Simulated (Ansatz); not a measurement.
Stepwise reaction of `C[SiH2][SiH](F)F` with water, as a gas-phase model of exchange steps in deposition or etching. ΔE in kJ/mol.

Isolated molecules relaxed with PBE0-D4/def2-TZVP in Ansatz; ΔE leaves out vibrations. CCSD(T)/CBS is the MP2 limit (def2-TZVPP, def2-QZVPP) plus CCSD(T) − MP2 in def2-TZVPP, frozen cores. This one scheme is used for every species. DFT in def2-TZVPP. B3LYP here is the variant with VWN-RPA as its local correlation; programs differ in this. One conformer a species, not always the lowest.

```csv
step,reaction,PBE-D4,B3LYP-D4,ωB97M-V,CCSD(T)/CBS
1,`C[SiH2][SiH](F)F` + H₂O → `C[SiH2][SiH](O)F` + H–F,38.3,40.4,39.9,39.3
```

Q: Give the row of step 2, `C[SiH2][SiH](O)F` + H₂O → `C[SiH2][SiH](O)O` + H–F. (Best estimate.)

A: Computed: 
```csv
step,reaction,PBE-D4,B3LYP-D4,ωB97M-V,CCSD(T)/CBS
2,`C[SiH2][SiH](O)F` + H₂O → `C[SiH2][SiH](O)O` + H–F,46.9,49.7,49.1,47.8
```

Q: By hand: ΔE of the 2 steps together at CCSD(T)/CBS.

A: (39.3) + (47.8) = 87.1 kJ/mol, or 43.5 kJ/mol a step.

In ΔE each step is higher than the one before. All are uphill at CCSD(T)/CBS. PBE-D4 differs from CCSD(T)/CBS by -1.0 to -0.9 kJ/mol a step. Isolated molecules leave out the surface, adducts and barriers. Largest T1 diagnostic: 0.012.
